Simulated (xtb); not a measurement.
C$_{6}$H$_{11}$O, doublet, from a rough starting geometry; GFN2-xTB run with xtb 6.7.1.

Here is a job for xtb.
```
$ xtb mol.xyz --gfn 2 --uhf 1 --opt vtight --json

# file mol.xyz
18

C      2.50957844    -0.18895853    -0.65724070
C      1.31424992     0.60429792    -0.49372180
O      0.92035000     1.37077783    -1.43084625
C      0.55721014     0.51911142     0.80042175
C     -0.82572353    -0.04943976     0.63310917
C     -1.66820032     0.88450368    -0.25093793
C     -0.81691400    -1.43372415     0.10840989
H      3.06079456    -0.07500055    -1.48724271
H      2.83518405    -0.73539475     0.22315556
H      0.45912786     1.60229959     1.23295800
H      1.12469565    -0.03870139     1.53754768
H     -1.29372040    -0.10744722     1.60765359
H     -2.70203943     0.37240453    -0.43579041
H     -1.82085674     1.84231618     0.20197108
H     -1.24747049     0.94091879    -1.22008389
H     -0.30767754    -1.48187438    -0.96802700
H     -0.13171037    -2.10658892     0.69535587
H     -1.75642374    -1.92964375    -0.01990919
```

What the program printed (banner, timings and long lists left out):

```
   ID    Z sym.   atoms
    1    6 C      1, 2, 4-7
    2    8 O      3
    3    1 H      8-18

           -------------------------------------------------
          |                Calculation Setup                |
           -------------------------------------------------

           -------------------------------------------------
          |                 G F N 2 - x T B                 |
           -------------------------------------------------

          ...................................................
          :                      SETUP                      :
          :.................................................:
          :  # basis functions                  39          :
          :  # atomic orbitals                  39          :
          :  # shells                           25          :
          :  # electrons                        41          :
          :  max. iterations                   250          :
          :  Hamiltonian                  GFN2-xTB          :
          :  restarted?                      false          :
          :  GBSA solvation                  false          :
          :  PC potential                    false          :
          :  electronic temp.          300.0000000     K    :
          :  accuracy                    1.0000000          :
          :  -> integral cutoff          0.2500000E+02      :
          :  -> integral neglect         0.1000000E-07      :
          :  -> SCF convergence          0.1000000E-05 Eh   :
          :  -> wf. convergence          0.1000000E-03 e    :
          :  Broyden damping             0.4000000          :
          :  net charge                          0          :
          :  unpaired electrons                  1          :
          ...................................................

 iter      E             dE          RMSdq      gap      omega  full diag
   1    -22.6338380 -0.226338E+02  0.380E+00    4.58       0.0  T
   2    -22.5726642  0.611738E-01  0.258E+00    4.13       1.0  T
   3    -22.6390072 -0.663430E-01  0.267E+00    3.99       1.0  T
   4    -22.6862835 -0.472763E-01  0.161E+00    4.26       1.0  T
   5    -22.7044356 -0.181521E-01  0.778E-01    4.22       1.0  T
   6    -22.7086092 -0.417362E-02  0.488E-01    4.31       1.0  T
   7    -22.7104776 -0.186844E-02  0.132E-01    4.34       1.0  T
   8    -22.7105341 -0.564089E-04  0.505E-02    4.35       1.0  T
   9    -22.7105549 -0.208554E-04  0.189E-02    4.36       1.2  T
  10    -22.7105553 -0.366755E-06  0.135E-02    4.36       1.7  T
  11    -22.7105571 -0.177370E-05  0.156E-03    4.36      15.1  T
  12    -22.7105571 -0.597528E-08  0.859E-04    4.36      27.4  T
  13    -22.7105571 -0.699411E-08  0.302E-04    4.36      77.9  T

   *** convergence criteria satisfied after 13 iterations ***

         :::::::::::::::::::::::::::::::::::::::::::::::::::::
         ::                     SUMMARY                     ::
         :::::::::::::::::::::::::::::::::::::::::::::::::::::
         :: total energy             -22.416536541770 Eh    ::
         :: gradient norm              0.181066515056 Eh/a0 ::
         :: HOMO-LUMO gap              4.356219366280 eV    ::
         ::.................................................::
         :: SCC energy               -22.710512511090 Eh    ::
         :: -> isotropic ES            0.029062704954 Eh    ::
         :: -> anisotropic ES          0.003789707902 Eh    ::
         :: -> anisotropic XC          0.012068906812 Eh    ::
         :: -> dispersion             -0.011654278155 Eh    ::
         :: repulsion energy           0.293975969320 Eh    ::
         :: add. restraining           0.000000000000 Eh    ::
         :: total charge              -0.000000000000 e     ::
         :::::::::::::::::::::::::::::::::::::::::::::::::::::

      -----------------------------------------------------------
     |                   =====================                   |
     |                        A N C O P T                        |
     |                   =====================                   |
     |               Approximate Normal Coordinate               |
     |                Rational Function Optimizer                |
      -----------------------------------------------------------
      -----------------------------------------------------------
     |                   =====================                   |
     |                        A N C O P T                        |
     |                   =====================                   |
     |               Approximate Normal Coordinate               |
     |                Rational Function Optimizer                |
      -----------------------------------------------------------

          ...................................................
          :                      SETUP                      :
          :.................................................:
          :   optimization level         verytight          :
          :   max. optcycles                   360          :
          :   ANC micro-cycles                  20          :
          :   degrees of freedom                48          :
          :.................................................:
          :   RF solver                   davidson          :
          :   write xtbopt.log                true          :
          :   linear?                        false          :
          :   energy convergence         0.1000000E-06 Eh   :
          :   grad. convergence          0.2000000E-03 Eh/α :
          :   maxmium RF displ.          1.0000000          :
          :   Hlow (freq-cutoff)         0.1000000E-01      :
          :   Hmax (freq-cutoff)         5.0000000          :
          :   S6 in model hess.         20.0000000          :
          ...................................................

generating ANC from exact Hessian ...
Using Lindh-Hessian (1995)
[...]
 * total energy  :   -22.4411381 Eh     change       -0.2837675E-04 Eh
 * total energy  :   -22.4411527 Eh     change       -0.1453888E-04 Eh
 * total energy  :   -22.4411618 Eh     change       -0.9128217E-05 Eh
 * total energy  :   -22.4411672 Eh     change       -0.5406581E-05 Eh
 * total energy  :   -22.4411717 Eh     change       -0.4475884E-05 Eh
 * total energy  :   -22.4411726 Eh     change       -0.9218487E-06 Eh
 * total energy  :   -22.4411732 Eh     change       -0.5674608E-06 Eh
 * total energy  :   -22.4411737 Eh     change       -0.5189085E-06 Eh
 * total energy  :   -22.4411744 Eh     change       -0.6885844E-06 Eh
 * total energy  :   -22.4411750 Eh     change       -0.6065323E-06 Eh
 * total energy  :   -22.4411753 Eh     change       -0.3296833E-06 Eh
 * total energy  :   -22.4411754 Eh     change       -0.8952117E-07 Eh
   *** GEOMETRY OPTIMIZATION CONVERGED AFTER 19 ITERATIONS ***
         :: total energy             -22.441175402250 Eh    ::
[...]
      -------------------------------------------------------------
         1        2.0000           -0.6975772             -18.9820
       ...           ...                  ...                  ...
         9        2.0000           -0.5274277             -14.3520
        10        2.0000           -0.5225477             -14.2192
        11        2.0000           -0.5033035             -13.6956
        12        2.0000           -0.4937352             -13.4352
        13        2.0000           -0.4926858             -13.4067
        14        2.0000           -0.4759961             -12.9525
        15        2.0000           -0.4617435             -12.5647
        16        2.0000           -0.4564182             -12.4198
        17        2.0000           -0.4413321             -12.0093
        18        2.0000           -0.4400900             -11.9755
        19        2.0000           -0.4389592             -11.9447
        20        1.9976           -0.3913816             -10.6500
        21        1.0024           -0.3799192             -10.3381 (HOMO)
        22                         -0.2055419              -5.5931 (LUMO)
        23                          0.0769716               2.0945
        24                          0.0794144               2.1610
        25                          0.1034376               2.8147
        26                          0.1092258               2.9722
        27                          0.1364519               3.7130
        28                          0.1547919               4.2121
        29                          0.1706732               4.6443
        30                          0.1955720               5.3218
        31                          0.2016399               5.4869
        32                          0.2165770               5.8934
       ...                                ...                  ...
        39                          0.5811025              15.8126
      -------------------------------------------------------------
                  HL-Gap            0.1743773 Eh            4.7450 eV
             Fermi-level           -0.3391905 Eh           -9.2298 eV

     #   Z          covCN         q      C6AA      α(0)
     1   6 C        2.838    -0.090    30.246     9.013
     2   6 C        2.814     0.227    23.237     7.898
     3   8 O        0.858    -0.372    21.126     6.162
     4   6 C        3.807    -0.084    22.098     6.692
     5   6 C        3.850     0.000    20.542     6.446
     6   6 C        3.755    -0.111    22.681     6.791
     7   6 C        3.755    -0.108    22.630     6.783
     8   1 H        0.926     0.076     2.020     2.223
     9   1 H        0.926     0.062     2.175     2.306
    10   1 H        0.924     0.061     2.190     2.314
    11   1 H        0.925     0.039     2.457     2.451
    12   1 H        0.924     0.037     2.489     2.467
    13   1 H        0.925     0.039     2.457     2.451
    14   1 H        0.925     0.039     2.463     2.454
    15   1 H        0.925     0.072     2.063     2.246
    16   1 H        0.925     0.040     2.454     2.450
    17   1 H        0.925     0.034     2.532     2.488
    18   1 H        0.925     0.039     2.460     2.453

 Mol. C6AA /au·bohr⁶  :       2537.754038
 Mol. C8AA /au·bohr⁸  :      55213.707230
 Mol. α(0) /au        :         76.089393

Wiberg/Mayer (AO) data.
largest (>0.10) Wiberg bond orders for each atom

 ---------------------------------------------------------------------------
     #   Z sym  total        # sym  WBO       # sym  WBO       # sym  WBO
 ---------------------------------------------------------------------------
     1   6 C    3.591 --     2 C    1.315     9 H    0.981     8 H    0.976
                             3 O    0.231
     2   6 C    3.948 --     3 O    1.634     1 C    1.315     4 C    0.964
     3   8 O    2.002 --     2 C    1.634     1 C    0.231
     4   6 C    3.994 --    11 H    0.978    10 H    0.964     5 C    0.964
                             2 C    0.964
     5   6 C    3.994 --     6 C    1.016     7 C    1.009     4 C    0.964
                            12 H    0.957
     6   6 C    3.994 --     5 C    1.016    14 H    0.986    13 H    0.981
                            15 H    0.959
     7   6 C    3.996 --     5 C    1.009    17 H    0.987    18 H    0.986
                            16 H    0.986
     8   1 H    0.994 --     1 C    0.976
     9   1 H    0.996 --     1 C    0.981
    10   1 H    0.996 --     4 C    0.964
    11   1 H    0.998 --     4 C    0.978
    12   1 H    0.998 --     5 C    0.957
    13   1 H    0.998 --     6 C    0.981
    14   1 H    0.998 --     6 C    0.986
    15   1 H    0.995 --     6 C    0.959
    16   1 H    0.998 --     7 C    0.986
    17   1 H    0.999 --     7 C    0.987
    18   1 H    0.998 --     7 C    0.986
 ---------------------------------------------------------------------------

Topologies differ in total number of bonds
Writing topology from bond orders to xtbtopo.mol

molecular dipole:
                 x           y           z       tot (Debye)
 q only:        0.040      -0.665       0.754
   full:        0.176      -0.760       0.927       3.079
molecular quadrupole (traceless):
                xx          xy          yy          xz          yz          zz
 q only:        4.398      -2.596      -2.260       1.390       3.606      -2.138
  q+dip:        5.605      -3.052      -3.393       0.919       4.120      -2.212
   full:        5.700      -2.228      -2.914       1.488       4.614      -2.787

optimized geometry written to: xtbopt.xyz

           -------------------------------------------------
          | TOTAL ENERGY              -22.441175402250 Eh   |
          | GRADIENT NORM               0.000064458713 Eh/α |
          | HOMO-LUMO GAP               4.745046942057 eV   |
           -------------------------------------------------

normal termination of xtb
```
